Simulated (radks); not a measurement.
Values are calculated unless marked as measured or tabulated.
Spin polarisation of the 4f11 shell in the holmium ion Ho+. Start: [Xe] 4f(up 5.5, down 5.5) 6s(up 0.5, down 0.5); electrons of 4f are moved from spin down to spin up, other shells keep equal spins. Level of theory: scalar-relativistic Kohn-Sham, PBE, spin-polarised, spherical densities, finite nucleus; Fermi nuclear charge, rms radius of each element as measured or else 0.836 A^(1/3) + 0.57 fm (a radial shooting solver on a logarithmic mesh with Libxc functionals).

\begin{tabular}{lrrrr}
moment (Bohr magnetons) & E - E(0) (eV) & e(4f up) (eV) & e(4f down) (eV) & 6s down minus up (eV) \\ \hline
0 & 0.000 & -9.653 & -9.653 & 0.000 \\
0.75 & -0.105 & -9.924 & -9.367 & 0.028 \\
1.5 & -0.418 & -10.182 & -9.066 & 0.057 \\
2.25 & -0.941 & -10.424 & -8.752 & 0.085 \\
3 & -1.673 & -10.651 & -8.423 & 0.114 \\
\end{tabular}

At moment 3 the spin-polarisation energy is -1.673 eV and the 4f exchange splitting 2.228 eV, that is 0.743 eV per Bohr magneton; E = -I m^2/4 would give I = 0.744 eV.
